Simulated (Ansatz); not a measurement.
Start from `C[Si](C)(C)F` and change one atom or group to get `C[Si](C)(F)[SeH]`.

Ansatz, PBE0-D4/def2-TZVP geometries, multiplicity 1. Each molecule was computed in one conformer, which needn't be the lowest.

Scalar relativity is left out up to krypton.

```
                                      property  `C[Si](C)(C)F`
           HOMO–LUMO gap (PBE/def2-TZVPP) / eV            7.36
zero-point energy (PBE0-D4/def2-TZVP) / kJ/mol           297.4
            LUMO energy (PBE0/def2-TZVPP) / eV            0.92
             LUMO energy (PBE/def2-TZVPP) / eV            0.16
           LUMO energy (B3LYP/def2-TZVPP) / eV            0.58
           HOMO energy (B3LYP/def2-TZVPP) / eV           -8.38
```

Task: Give the same properties after the change, and the shifts. (Estimate.)

Result: Computed: 
```
                                      property  `C[Si](C)(F)[SeH]`  shift
           HOMO–LUMO gap (PBE/def2-TZVPP) / eV                4.96  -2.40
zero-point energy (PBE0-D4/def2-TZVP) / kJ/mol               223.3  -74.1
            LUMO energy (PBE0/def2-TZVPP) / eV                0.04  -0.88
             LUMO energy (PBE/def2-TZVPP) / eV               -0.83  -0.99
           LUMO energy (B3LYP/def2-TZVPP) / eV               -0.23  -0.81
           HOMO energy (B3LYP/def2-TZVPP) / eV               -6.72   1.66
```

With PBE0 the HOMO rises by 1.62 eV and the LUMO falls by 0.88 eV, so the gap narrows by about 2.50 eV. PBE moves the HOMO by 1.41 eV and ωB97M-V by 1.72 eV. The zero-point energy changes by -74.1 kJ/mol with -6 modes.

B3LYP here is the variant with VWN-RPA as its local correlation; programs differ in this.

Spin–orbit coupling is left out; it splits and shifts lone-pair levels of the heavy atoms by tenths of an eV.
